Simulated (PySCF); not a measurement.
**NMR problem set**

Calculated, not measured (PySCF 2.14): shielding tensors at PBE0/pcSseg-1 (GIAO), GFN2-xTB structure. Averaged over atoms made equivalent by symmetry, fast rotation or ring inversion, no solvent model, a single conformation, no relativistic terms.

References, each an isolated molecule treated in the same way: ¹H (σref 31.72), ¹³C (σref 186.93) vs TMS. Splittings of carbon signals by F and P are missing where no couplings were computed. Where no couplings were computed, multiplicities follow the n + 1 count of equivalent neighbours, and m marks all less simple cases (inequivalent or close neighbours, rings, F or P nearby). Shifts are as computed. Against solution values, carbons near 30 ppm lie about +3 ppm off and those near 130 ppm about +5 ppm. Of 1211 compounds with measured shifts, 218 miss one by over three times the rms of a fit or turn the order of signals round; such compounds aren't used in these exercises.

**Question.** C4H8F3NSi. ¹H NMR (300 MHz, computed): δ 3.96 (m, 2H), 3.89 (m, 3H), 2.05 (s, 3H). ¹³C{¹H} NMR (computed): δ 157.1 (C), 129.6 (C), 40.8 (CH2), 11.0 (CH3). What is it?

**Answer.** SMILES C/C(=N\C[SiH3])C(F)(F)F. The formula gives 1 degree of unsaturation (no ring in the answer). 4 carbon signals for 4 carbons: no two carbons are equivalent. Carbon types of the structure: 2 × C, 1 × CH2, 1 × CH3, leaving 3 H on heteroatoms. δC 157.1: C=N carbon. δC 129.6: CF3 carbon; 3 electronegative neighbours deshield it. δC 40.8: sp3 CH2 bonded to N and Si; deshielded by the electronegative neighbour. δH 3.96: hydrogen on an sp3 CH2 bonded to N and Si; its carbon carries N, hence the downfield position.

The data come from this structure; uniqueness wasn't tested.

**Question.** C3H12OSi2. ¹H NMR (400 MHz, computed): δ 3.74 (s, 3H), 3.22 (s, 3H), 0.25 (s, 6H). ¹³C{¹H} NMR (computed): δ 52.8 (CH3), 3.0 (CH3). What is it?

**Answer.** `O(C)[Si](C)(C)[SiH3]`. Rings plus π bonds: 0. 2 carbon signals for 3 carbons: some carbons are equivalent by symmetry or fast rotation. Carbon types of the structure: 3 × CH3, leaving 3 H on heteroatoms. δC 52.8: methyl carbon bonded to O; pulled downfield by the heteroatom. δC 3.0: methyl carbon bonded to Si; an electropositive neighbour leaves it electron-rich and shielded. δH 3.74: hydrogen on a methyl carbon bonded to O; its carbon carries O, which withdraws density. δH 0.25: hydrogen on a methyl carbon bonded to Si; an electropositive neighbour shields it, as in TMS itself.

This is the structure that produced the data.
